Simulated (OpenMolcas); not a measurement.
## What dynamic correlation does to the levels of Ta I

| Quantity | Value |
| --- | --- |
| Program | OpenMolcas |
| Basis | ANO-RCC-VTZP [8s7p5d3f2g1h] |
| Scalar Hamiltonian | DKH2, point nucleus |
| Active space | 3 electrons in 5 orbitals (5d) |
| State averaging | 2S+1 = 4 even, 10 roots; 2S+1 = 2 even, 40 roots |
| Spin-orbit coupling | state interaction with AMFI integrals over the reference wave functions, term energies averaged over their components |

Methods on the same reference wave functions:
A. CASSCF
B. SS-CASPT2, IPEA 0.25 Eh, imaginary shift 0.1 Eh (closed shells correlated: 5s 5p 6s)
C. MS-CASPT2, IPEA 0.25 Eh, imaginary shift 0.1 Eh (closed shells correlated: 5s 5p 6s)
D. XMS-CASPT2, IPEA 0.25 Eh, imaginary shift 0.1 Eh (closed shells correlated: 5s 5p 6s)

Energies in cm-1 above 5d3 6s2 4F 3/2, the measured ground level; measured values from NIST Handbook of Basic Atomic Spectroscopic Data.

```csv
Level,A,B,C,D,Measured
5d3 6s2 4F 3/2,0.0,0.0,0.0,0.0,0.0
5d3 6s2 4F 5/2,2058,2270,2290,2360,2010
5d3 6s2 4F 7/2,4255,4460,4480,4550,3964
5d3 6s2 4F 9/2,6323,6300,6330,6330,5621
5d3 6s2 4P 1/2 [66 %],11270,9310,9030,8600,6049
5d3 6s2 2G 7/2,13030,11090,11110,10760,
5d3 6s2 4P 5/2,14252,12160,12160,11900,9253
5d3 6s2 2P 1/2 [66 %],17174,15110,14090,13360,
5d3 6s2 2H 11/2,18219,16400,16790,16460,
5d3 6s2 2D 5/2(1),19965,16180,16280,15600,
5d3 6s2 2P 3/2 [58 %],21965,19370,18510,17710,
5d3 6s2 2F 7/2,26169,21580,21610,21230,
5d3 6s2 2F 5/2,26419,21630,21670,21220,
5d3 6s2 2D 5/2(2),39355,32260,32220,31060,
5d3 6s2 2D 3/2(2),39743,32430,32540,31290,
```

Deviations, from unrounded energies. A percentage is the sum of absolute deviations over the sum of measured energies, with the sign that they share, or ± where signs differ.

```
                        Against measurement  Levels      A      B      C      D
             mean absolute deviation (cm-1)       5   2300   1500   1500   1400
      fine structure of the ground term (%)       3   +9.0  +12.4  +13.0  +14.2
other terms of the ground configuration (%)       2  +66.8  +40.3  +38.4  +33.9
```

D lies closest to measurement on these levels and A furthest from it. The largest miss of D in the table is 5d3 6s2 4P 5/2, by +2600 cm-1. The ranking rests on the paired levels alone, and a cruder setting can come out closer through cancelling errors.

Among B to D the level of the table that moves most is 5d3 6s2 2P 1/2 [66 %], by 1800 cm-1 (lowest in D, highest in B). Moves below CASPT2's spread within the term are not significant.

The mean deviations of B to D differ by less than CASPT2's widest spread within a term (1700 cm-1), so their order carries little weight.

From A to B the spin-free energies of the other terms of 5d3 6s2 shown, above 4F, scale by factors of 0.69 to 0.83.

The lowest spin-free term lies below A's lowest term by 0.325 hartree in B, 0.325 hartree in C, 0.333 hartree in D.

CASPT2 does not keep the components of a term degenerate, so their means are used; among the terms shown or strongly mixed into the levels shown the widest spread is 1700 cm-1 (5d3 6s2 2F, D). With the s shell closed, the reference lacks s² → p², s² → d² and s → d mixing, so excited terms can stand far too high and out of order, with CASPT2 too. The CASPT2 spread within a term exceeds the gap to the next term for 5d3 6s2 2P and 5d3 6s2 2H, so the order of their levels is uncertain (figures for B; the like holds for D). Without dynamic correlation excited terms often stand tens of per cent too high (terms of higher spin than the ground term too low), and those without a measured partner can miss by more than the paired ones (holds for A). Some terms miss by over 15 % even with CASPT2, which points to a basis or an active space too small for the shells correlated (holds for B; C; D). Computed and measured levels are paired by configuration, term and J; levels that our copy of the source lacks, or whose pairing is in doubt (as where it misses far off the trend of its configuration), stay unpaired and out of the deviations. Only configurations of the active space appear. Levels that lie high or do not pair safely by name in every column are left out.

A share in square brackets marks a mixed level and gives the weight of the term that names it, the lowest over the columns. A number in round brackets counts repeated terms of one configuration in the order of the reference energies.
